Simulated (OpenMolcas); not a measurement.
# CH4AlO2 (SMILES C[O][Al][OH]): the energy, rung by rung

The species is CH4AlO2 (8 atoms), meant as a doublet with charge 0. As SMILES, `C[O][Al][OH]`. The coordinates come from a PBE0-D4/def2-TZVP relaxation. This is one conformer, not always the lowest.

```
atom    x (Å)    y (Å)    z (Å)
   C   0.2927   1.3659  -0.6699
   O  -0.0358   0.2825   0.1443
  Al  -0.0626  -1.3996   0.0930
   O  -0.6019  -2.1919   1.4979
   H   0.6612   1.0583  -1.6559
   H  -0.5854   2.0024  -0.8208
   H   1.0700   1.9715  -0.1925
   H  -0.6463  -3.1460   1.5482
```

Each level gives the energy change with the C1–O2 bond stretched from 1.394 to 3.068 Å (eV). The values are calculated.

```json
{"level": "UHF/6-311+G**", "kind": "Hartree–Fock", "program": "OpenMolcas", "value (eV)": "3.05", "CPU time (all runs)": "87 s"}
{"level": "USVWN5/6-311+G**", "kind": "LDA", "program": "OpenMolcas", "value (eV)": "4.35", "CPU time (all runs)": "2.3 min"}
{"level": "UPBE/6-311+G**", "kind": "GGA", "program": "OpenMolcas", "value (eV)": "3.76", "CPU time (all runs)": "3.3 min"}
{"level": "U-r2SCAN/6-311+G**", "kind": "meta-GGA", "program": "OpenMolcas", "value (eV)": "3.87", "CPU time (all runs)": "4.2 min"}
{"level": "UM06-L/6-311+G**", "kind": "meta-GGA", "program": "OpenMolcas", "value (eV)": "3.74", "CPU time (all runs)": "4.4 min"}
{"level": "UB3LYP/6-311+G**", "kind": "global hybrid", "program": "OpenMolcas", "value (eV)": "3.88", "CPU time (all runs)": "3.8 min"}
{"level": "UBHLYP/6-311+G**", "kind": "global hybrid", "program": "OpenMolcas", "value (eV)": "4.06", "CPU time (all runs)": "3.8 min"}
{"level": "UPBE0/6-311+G**", "kind": "global hybrid", "program": "OpenMolcas", "value (eV)": "4.14", "CPU time (all runs)": "3.2 min"}
```

The first shape isn't each level's own minimum. The values span 3.05 to 4.35 eV. Spin contamination of the reference (⟨S²⟩ at least 0.1 too high) touches UHF/6-311+G**, U-r2SCAN/6-311+G**, UM06-L/6-311+G**, UB3LYP/6-311+G**, UBHLYP/6-311+G**, UPBE0/6-311+G**. Times are those of the runs behind each value, whatever else they computed, on shared processors of several kinds: orders of magnitude only.
